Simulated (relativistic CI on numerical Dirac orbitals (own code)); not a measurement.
**Ligand-field terms of d6**

Computed with a parametric ligand-field model of a d^n configuration (Racah B and C, spin-orbit zeta, crystal field), exact diagonalisation.

Field parameters in Wybourne normalisation: Td as Oh with Dq negative (B⁴₀ = 21Dq, B⁴₄ = √(5/14) B⁴₀). The field is a parameter set, without covalency.

Ground term and bands for B = 780, C = 2980, ζ = 0 cm⁻¹, Td, 10Dq = -11310 cm⁻¹?

Ground term 5E with 3.00 electrons in the two orbitals of the cubic e set. Spin-allowed: 5T2 11310 cm⁻¹ (884 nm). Lowest spin-forbidden: 3T1 6601 cm⁻¹ (1515 nm), 1T2 14806 cm⁻¹ (675 nm), 3E 15748 cm⁻¹ (635 nm).

Ground term and bands for B = 780, C = 2980, ζ = 0 cm⁻¹, Td, 10Dq = -9910 cm⁻¹?

Ground term 5E with 3.00 electrons in the two orbitals of the cubic e set. Spin-allowed: 5T2 9910 cm⁻¹ (1009 nm). Lowest spin-forbidden: 3T1 7886 cm⁻¹ (1268 nm), 3E 15721 cm⁻¹ (636 nm), 1T2 16003 cm⁻¹ (625 nm).

Ground term and bands for B = 780, C = 2980, ζ = 0 cm⁻¹, Td, 10Dq = -9200 cm⁻¹?

Ground term 5E with 3.00 electrons in the two orbitals of the cubic e set. Spin-allowed: 5T2 9200 cm⁻¹ (1087 nm). Lowest spin-forbidden: 3T1 8531 cm⁻¹ (1172 nm), 3E 15705 cm⁻¹ (637 nm), 3T1 16528 cm⁻¹ (605 nm).

Ground term and bands for B = 780, C = 2980, ζ = 0 cm⁻¹, Td, 10Dq = -5690 cm⁻¹?

Ground term 5E with 3.00 electrons in the two orbitals of the cubic e set. Spin-allowed: 5T2 5690 cm⁻¹ (1757 nm). Lowest spin-forbidden: 3T1 11615 cm⁻¹ (861 nm), 3E 15593 cm⁻¹ (641 nm), 3T1 16494 cm⁻¹ (606 nm).

Ground term and bands for B = 780, C = 2980, ζ = 0 cm⁻¹, Td, 10Dq = -2890 cm⁻¹?

Ground term 5E with 3.00 electrons in the two orbitals of the cubic e set. Spin-allowed: 5T2 2890 cm⁻¹. Lowest spin-forbidden: 3T1 13818 cm⁻¹ (724 nm), 3E 15422 cm⁻¹ (648 nm), 3T1 16424 cm⁻¹ (609 nm).
